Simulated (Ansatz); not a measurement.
Ansatz (a quantum-chemistry and plane-wave program) input (RI-MP2/cc-pVQZ):
A basis named .json is the Basis Set Exchange file of that set.

Ansatz 0.2 input:
```yaml
crystal:
  periodic: [false, false, false]
  atoms:
    - {symbol: B, position_ang: [0.06331863, -0.79318310, 0.55853286]}
    - {symbol: C, position_ang: [1.43103672, -1.42433106, 0.74779008]}
    - {symbol: C, position_ang: [-1.27058356, -1.30746571, 1.18301536]}
    - {symbol: Br, position_ang: [-0.00894209, 0.79917967, -0.57209692]}
    - {symbol: H, position_ang: [2.33392251, -1.03470760, 0.29275690]}
    - {symbol: H, position_ang: [1.57107786, -2.31101894, 1.35873751]}
    - {symbol: H, position_ang: [-1.13424597, -2.19147928, 1.80861097]}
    - {symbol: H, position_ang: [-1.99419882, -1.55045415, 0.39860157]}
    - {symbol: H, position_ang: [-1.74289447, -0.52693256, 1.78718849]}
basis:
  gaussian:
    orbitals: cc-pVQZ
    fitting: {mean_field: def2-universal-jkfit, correlation: cc-pVQZ-RIFIT.json}
magnetization: {spin_polarized: true, initial_magnetization: 1}
correlation: {method: mp2, electrons: outside_noble_gas}
```

Output:

```
Functional definition: HF
integrals: 0.78 GiB planned
581 factors; integrals over basis functions are off by at most 3.9e0 eV
mean field: 1.68 GiB planned
mean field evaluation 1: about -72810.8863 eV, gradient 2.2e1 eV
mean field evaluation 2: about -72813.3521 eV, gradient 7.9e0 eV
mean field evaluation 4: about -72813.7802 eV, gradient 7.7e-1 eV
mean field evaluation 8: about -72813.7890 eV, gradient 2.8e-6 eV
mean field -72813.78904442 eV, -2675.8573924236 hartree, gradient 2.8e-6 eV, S^2 0.758725; 1 other end points of the search recorded, 0 dependent functions left out
17 core orbitals not correlated
897 factors; their error is unknown
reference -72813.78904442 eV, -2675.8573924236 hartree; 12, 11 occupied and 354, 355 virtual orbitals, 897 factors
second order -16.88864139 eV of doubles, -0.00000000 eV of singles
Total energy: -72830.67768581 eV, -2676.4780385472 hartree
```

It need not be the lowest isomer of its formula.
